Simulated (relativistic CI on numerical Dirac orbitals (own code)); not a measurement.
**Ir37+: q coefficients and field-shift factors**

These numbers are calculated, not measured: Dirac-Coulomb-Breit CI, separate exchange-only KLI orbitals for each configuration, derivatives by finite differences, unscaled Slater integrals, QED left out (own radial code, finite nucleus).

Configuration list (outside the closed core [Ar] 3d10 4s2): 4p⁶4d⁴, 4p⁶4d³4f, 4p⁵4d⁵, 4p⁶4d²4f², 4p⁶4d²5s². Levels of other configurations are missing.

With x = (α/α₀)² − 1 an excitation energy changes as ω = ω₀ + qx; K = 2q/ω₀ is the relative enhancement. Terms are leading LS components, so labels can repeat. The field-shift factor is F = δν/δ⟨r²⟩ for the transition from the lowest level.

Lowest level 4p⁶4d⁴ ³P0.

| Level | ω₀ (cm⁻¹) | q (cm⁻¹) | F (GHz/fm²) |
| --- | --- | --- | --- |
| 4p⁶4d⁴ ⁵D1 | 148520 | 182200 | 5.6 |
| 4p⁶4d⁴ ³F4 | 195482 | 181000 | 5.96 |
| 4p⁶4d⁴ ⁵D2 | 197862 | 197200 | 6.37 |
| 4p⁶4d⁴ ³F3 | 211326 | 192200 | 6.36 |
| 4p⁶4d⁴ ⁵D0 | 328883 | 360800 | 11.4 |
| 4p⁶4d⁴ ⁵D2 | 334619 | 347500 | 11.1 |
| 4p⁶4d⁴ ³H4 | 342038 | 363700 | 11.6 |
| 4p⁶4d⁴ ⁵D3 | 347067 | 361200 | 11.5 |
| 4p⁶4d⁴ ³H5 | 365519 | 359400 | 11.6 |
| 4p⁶4d⁴ ³P1 | 375273 | 367500 | 11.9 |
| 4p⁶4d⁴ ¹I6 | 378724 | 359900 | 11.8 |
| 4p⁶4d⁴ ³F3 | 391629 | 356400 | 11.8 |
| 4p⁶4d⁴ ³G4 | 394105 | 363200 | 12 |

At this charge energies of transitions that change n are usually good to better than 1 %, and those within a shell (Δn = 0) to a few per cent. Terms inside the open d or f shell come out 10 to 20 % too wide with unscaled integrals.

Problem. Which transition from the lowest level has the largest |K|?

Solution. 4p⁶4d⁴ ⁵D1 at 148520 cm⁻¹, K = 2.45.
